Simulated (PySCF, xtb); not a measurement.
Si(F)2(OH)(SeH) (F2H2OSeSi), SMILES O[Si](F)(F)[SeH].

GFN2-xTB in xtb 6.7.1 at its own geometry gives an orbital gap of 4.74 eV and a dipole moment of 3.05 D.

Coordinates come from a B3LYP-D3(BJ)/def2-SVP optimisation. This is a generated structure with no PubChem entry under its InChIKey; it may be hypothetical. Other conformers were not sampled.

Problem. What does CAM-B3LYP/def2-TZVP in PySCF give? (The exact figures need the calculation; the answer reports its results.)

Solution. gap 9.80 eV (levels -9.10 and 0.70 eV), dipole 2.72 D.
